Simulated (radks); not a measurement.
Results of a calculation; reference values are marked as such.
Problem. Level of theory: non-relativistic Kohn-Sham, LB94 model potential, spin-polarised, spherical densities, point nucleus; open shells are filled with parallel spins first (spin-orbit coupling, left out, can overturn this in heavy ions) (a radial shooting solver on a logarithmic mesh with Libxc functionals). Response by self-consistent Sternheimer equations with the Hartree and adiabatic LDA kernel. For heavy and open-shell atoms this level of theory can miss by tens of per cent. Rank Pr5+, Pm7+, Ce4+, Nd6+, Xe, Sm8+, Ba2+, Cs+, La3+ (NIST ground configurations) by static dipole polarisability, largest first.

Solution. Xe 27.36, Cs+ 16.34, Ba2+ 11.06, La3+ 8.050, Ce4+ 6.142, Pr5+ 4.848, Nd6+ 3.931, Pm7+ 3.225, Sm8+ 2.670 bohr^3.
